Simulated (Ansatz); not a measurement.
One change: `Cc1ccc(F)cc1` becomes `Cc1ccccc1`.

Ansatz, PBE0-D4/def2-TZVP geometries, multiplicity 1. 

```tsv
property	`Cc1ccc(F)cc1`
zero-point energy (PBE0-D4/def2-TZVP) / kJ/mol	315.1
HOMO–LUMO gap (PBE0/def2-TZVPP) / eV	6.42
HOMO energy (PBE0/def2-TZVPP) / eV	-6.88
HOMO energy (ωB97M-V/def2-TZVPP) / eV	-8.95
size of the dipole moment (PBE/def2-TZVPP) / D	1.70
size of the dipole moment (B3LYP/def2-TZVPP) / D	1.86
```

Q: Give the same properties after the change, and the shifts. (Estimate.)

A: Ansatz gave: 
| property | `Cc1ccccc1` | shift |
| --- | --- | --- |
| zero-point energy (PBE0-D4/def2-TZVP) / kJ/mol | 336.1 | 21.0 |
| HOMO–LUMO gap (PBE0/def2-TZVPP) / eV | 6.80 | 0.38 |
| HOMO energy (PBE0/def2-TZVPP) / eV | -6.95 | -0.07 |
| HOMO energy (ωB97M-V/def2-TZVPP) / eV | -9.02 | -0.07 |
| size of the dipole moment (PBE/def2-TZVPP) / D | 0.40 | -1.30 |
| size of the dipole moment (B3LYP/def2-TZVPP) / D | 0.38 | -1.48 |

With PBE0 the HOMO falls by 0.07 eV and the LUMO rises by 0.31 eV, so the gap widens by about 0.38 eV. PBE moves the HOMO by -0.13 eV and ωB97M-V by -0.07 eV. Dipoles are sizes alone; their direction can turn.

B3LYP here is the variant with VWN-RPA as its local correlation; programs differ in this.
